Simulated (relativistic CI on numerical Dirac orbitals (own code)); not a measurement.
## Energy levels of Pr⁴⁺

Computed by Dirac-Coulomb-Breit CI, orbitals from a KLI potential per configuration, model QED (radiative potential, 1s self-energy scaled to tabulated hydrogen-like ionisation energies), valence Slater integrals scaled by 0.75 (own radial code, finite nucleus).

Configuration list (outside the closed core [Xe]): 4f.

The lowest level is 4f ²F°5/2, with 100 % of that term; Hund's rules for 4f give ²F° with J = 5/2, in agreement.

```tsv
No.	Configuration	Term	J	E (cm⁻¹)	%	Landé g	Lifetime (s)	jj configuration (%)
1	4f	²F°	5/2	0.0	100	0.856		4f5/2 (100)
2	4f	²F°	7/2	2909.4	100	1.142	3.52e+00	4f7/2 (100)
```

Energies count from the lowest computed level; ° marks odd parity; lifetimes are radiative, by E1, M1, E2, M2 decay to levels of this space only. Filled j subshells are mostly left out of the jj labels.

The mean weight of the leading LS term, summed over parents, in these 2 levels is 100 %, and that of the leading jj configuration (from the same eigenvectors) 100 %.

One configuration and one scale for all Slater integrals: terms of lower spin can come out thousands of cm⁻¹ low, and their order can be wrong. 1 of the 1 excited levels that our extract of the measured tables holds in this range could be paired (the sources list more); they are missed by 118 cm⁻¹ on average and 118 at most, and levels without a partner can miss by more.
